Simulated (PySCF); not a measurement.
# C₆ coefficients of unlike pairs at PBE0

Calculated with PySCF 2.14 from the dipole response of each species, C₆(A,B) = (3/π) ∫ α_A(iu) α_B(iu) du, in atomic units, from isotropic polarisabilities. For ions this is the dispersion term alone; charge-induced terms of lower order in 1/R come first.

```json
{"species": "Cr", "configuration": "[Ar] 3d5 4s1 (7S)", "basis": "aug-cc-pVTZ (8s7p5d3f2g)", "relativity": "none", "α (bohr³)": "76.52", "C₆ (like pair)": "635.3"}
{"species": "Sc³⁺", "configuration": "[Ar] (1S)", "basis": "x2c-QZVPPall with one added diffuse shell each of s, p, d, f, g type (12s8p6d4f3g)", "relativity": "spin-free X2C", "α (bohr³)": "2.123", "C₆ (like pair)": "5.517"}
{"species": "Rh³⁺", "configuration": "[Kr] 4d6 (5D)", "basis": "aug-cc-pwCVTZ-PP with ECP28MDF (8s8p7d4f3g)", "relativity": "core potential", "α (bohr³)": "4.713", "C₆ (like pair)": "21.41"}
{"species": "V⁺", "configuration": "[Ar] 3d4 (5D)", "basis": "aug-cc-pVQZ-DK (9s8p6d4f3g2h)", "relativity": "spin-free X2C", "α (bohr³)": "15.89", "C₆ (like pair)": "59.73"}
```

Task: Estimate C₆ for Sc³⁺ with Cr.

Result: The integral gives 37.93. The combination rule 2 C_A C_B / (C_A α_B/α_A + C_B α_A/α_B) gives 32.38 and the geometric mean 59.20.

No spin-orbit coupling is included.

The other pairs:

```json
{"pair": "V⁺, Rh³⁺", "C₆": "32.24"}
{"pair": "V⁺, Sc³⁺", "C₆": "15.78"}
{"pair": "V⁺, Cr", "C₆": "180.4"}
{"pair": "Rh³⁺, Sc³⁺", "C₆": "10.83"}
{"pair": "Rh³⁺, Cr", "C₆": "80.01"}
```
